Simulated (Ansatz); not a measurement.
Start from `[CH3][GeH2][CH3]` and change one atom or group to get `[CH3][GeH2][CH2]S`.

Ansatz, PBE0-D4/def2-TZVP geometries, multiplicity 1. Each molecule was computed in one conformer, which needn't be the lowest.

Scalar relativity is left out up to krypton.

```json
{"property": "size of the dipole moment (B3LYP/def2-TZVPP) / D", "`[CH3][GeH2][CH3]`": "0.70"}
{"property": "HOMO–LUMO gap (PBE/def2-TZVPP) / eV", "`[CH3][GeH2][CH3]`": "7.63"}
{"property": "HOMO–LUMO gap (B3LYP/def2-TZVPP) / eV", "`[CH3][GeH2][CH3]`": "9.09"}
{"property": "HOMO energy (PBE0/def2-TZVPP) / eV", "`[CH3][GeH2][CH3]`": "-8.53"}
{"property": "HOMO energy (ωB97M-V/def2-TZVPP) / eV", "`[CH3][GeH2][CH3]`": "-10.74"}
{"property": "LUMO energy (ωB97M-V/def2-TZVPP) / eV", "`[CH3][GeH2][CH3]`": "2.55"}
```

Task: Give the same properties after the change, and the shifts. (Estimate.)

Result: Ansatz gave: 
```tsv
property	`[CH3][GeH2][CH2]S`	shift
size of the dipole moment (B3LYP/def2-TZVPP) / D	1.03	0.33
HOMO–LUMO gap (PBE/def2-TZVPP) / eV	4.86	-2.77
HOMO–LUMO gap (B3LYP/def2-TZVPP) / eV	6.49	-2.60
HOMO energy (PBE0/def2-TZVPP) / eV	-6.67	1.86
HOMO energy (ωB97M-V/def2-TZVPP) / eV	-8.87	1.87
LUMO energy (ωB97M-V/def2-TZVPP) / eV	2.05	-0.50
```

With PBE0 the HOMO rises by 1.86 eV and the LUMO falls by 0.81 eV, so the gap narrows by about 2.67 eV. PBE moves the HOMO by 1.82 eV and ωB97M-V by 1.87 eV. Dipoles are sizes alone; their direction can turn.

B3LYP here is the variant with VWN-RPA as its local correlation; programs differ in this.
